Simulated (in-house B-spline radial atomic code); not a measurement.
Settings and results of a run for Tc7+. Computed with a B-spline radial code for spherical atoms: scalar-relativistic (X2C) B3LYP, spin-polarised, spherical fractional occupations, Fermi nucleus of rms radius 4.41117 fm.

Command:
```bash
python run_scf.py task.json out
```
Settings (nuclear radius in fm, mass in u):
```
Z                43
configuration    [Ar] 3d10 4s2 4p6
hamiltonian      x2c
method           b3lyp
spin_polarised   True
nucleus          fermi
rms_radius       4.41117
atomic_mass      96.90636
speed_of_light   137.035999084
```

Output (hartree, bohr):
```
 radial grid: 66 intervals, B-splines of order 8, outer radius 13.5065 bohr

 iter        energy (Eh)    residual
    1       -4267.650492    5.19e-01
    2       -4272.370554    3.39e-01
    3       -4273.727617    6.89e-02
    4       -4273.807259    1.89e-02
    5       -4273.811464    9.58e-03
    6       -4273.812676    5.38e-04
    7       -4273.812680    2.90e-05
    8       -4273.812680    6.92e-07
    9       -4273.812680    1.54e-08

 total energy                     -4273.81268
 kinetic                            4439.8969
 electron-nucleus                 -10186.6708
 Hartree                            1599.1404
 exact exchange                      -24.8367
 exchange-correlation               -101.3425

 orbital      occ     eigenvalue          <r>       <r^2>       <1/r>       r_max
 1s up      1.000      -772.0829    0.0337767  0.00155088     46.2397     0.02169
 1s down    1.000      -772.0829    0.0337767  0.00155088     46.2397     0.02169
 2s up      1.000      -114.1722     0.149125   0.0262791     10.3715      0.1261
 2s down    1.000      -114.1722     0.149125   0.0262791     10.3715      0.1261
 2p up      3.000      -102.5993     0.130148   0.0207102     9.82484      0.1006
 2p down    3.000      -102.5993     0.130148   0.0207102     9.82484      0.1006
 3s up      1.000       -23.3484     0.414271    0.196618     3.54567       0.372
 3s down    1.000       -23.3484     0.414271    0.196618     3.54567       0.372
 3p up      3.000       -19.5237     0.415025    0.200362     3.33208      0.3653
 3p down    3.000       -19.5237     0.415025    0.200362     3.33208      0.3653
 3d up      5.000       -13.3237     0.397386    0.189208     3.09115      0.3108
 3d down    5.000       -13.3237     0.397386    0.189208     3.09115      0.3108
 4s up      1.000        -6.4545       1.0129     1.15452     1.36133      0.9312
 4s down    1.000        -6.4545       1.0129     1.15452     1.36133      0.9312
 4p up      3.000        -5.3068      1.08973     1.34421     1.23758      0.9904
 4p down    3.000        -5.3068      1.08973     1.34421     1.23758      0.9904
```

Run time, properties included: 0.61 s on 1 thread of Arm Neoverse N1, on a shared host.

One-electron X2C: radii and densities carry no picture-change correction, so inner-shell <1/r> comes out high (for 1s by about 2 % at Z = 33, 5 % at 54, 10 % at 75, 30 % at 118) and <r> low.
